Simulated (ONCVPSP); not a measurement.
Transferability test, ONCV potential for caesium (Cs)

Cs, optimised norm-conserving Vanderbilt (ONCV), made with ONCVPSP 4.0.1 (LDA (Perdew-Wang 92), scalar-relativistic). Core [Kr] 4d10, reference 5s2 5p6 6s1. Waves: 5s+6s: rc 2.56 bohr, ncon 4, nbas 8, qcut 4.5 1/bohr, 2 projectors; 5p: rc 3.22 bohr, ncon 4, nbas 7, qcut 4.9 1/bohr, 2 projectors, debl 3 Ha; d scattering state at 0.34 Ha: rc 2.84 bohr, ncon 5, nbas 9, qcut 3.1 1/bohr, 2 projectors, debl 0.8 Ha. Local part: polynomial inside 2.28 bohr (lpopt 4, dvloc0 0 Ha). Core correction: Teter function, fcfact 1.5, rcfact 1.2.

In the d channel the program set the typed energies aside and used 0.050, 0.850 Ha.

Energies are relative to the spin-unpolarised reference configuration 5s2 5p6 6s1; without spin polarisation the order of configurations can differ from experiment.

Question: Give the all-electron excitation energy and the error of the potential for: 5s2 5p6 6s0; 5s2 5p6 6s0.5; 5s2 5p6 6s0 6p1; 5s2 5p5 6s1.

Answer:

| valence configuration | charge | ΔE all-electron (eV) | error AE − PS (meV) |
| --- | --- | --- | --- |
| 5s2 5p6 6s0 | +1 | 3.997 | -0.2 |
| 5s2 5p6 6s0.5 | +0.5 | 1.553 | -0.1 |
| 5s2 5p6 6s0 6p1 | 0 | 1.474 | +1.4 |
| 5s2 5p5 6s1 | +1 | 17.990 | -23 |

Levels in the configuration 5s2 5p5 6s1:

```csv
level,all-electron (eV),pseudo (eV)
5s,-36.426,-36.465
5p,-22.605,-22.643
6s,-7.569,-7.569
```
